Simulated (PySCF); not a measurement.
**Excitation energy of Be by level of theory**

Be [He] 2s2 (1S) → Be [He] 2p2 (3P), as a difference of total energies. Computed with PySCF 2.14 in ANO-RCC-VTZP (4s3p2d1f, 30 functions), with scalar relativity by spin-free X2C-1e. Correlated levels: valence and next inner shell: nothing frozen. The calculations carry no spin-orbit coupling.

| method | excitation energy (eV) |
| --- | --- |
| UHF | 6.447 |
| MP2 (valence and next inner shell) | 7.041 |
| SCS-MP2 (valence and next inner shell) | 7.288 |
| CCSD (valence and next inner shell) | 7.450 |
| CCSD(T) (valence and next inner shell) | 7.459 |
| CCSDT (valence and next inner shell) | 7.459 |

Task: How much does correlation contribute at CCSD(T) (valence and next inner shell)?

Result: 7.459 − (6.447) = 1.012 eV, measured against UHF.

Errors of the correlated levels include the incompleteness of this basis.

The basis was made for the ground configuration and has no added diffuse functions, so the excitation energy can come out too high.

For comparison: 7.401 eV (measured; NIST levels, between the centres of gravity of the two terms).
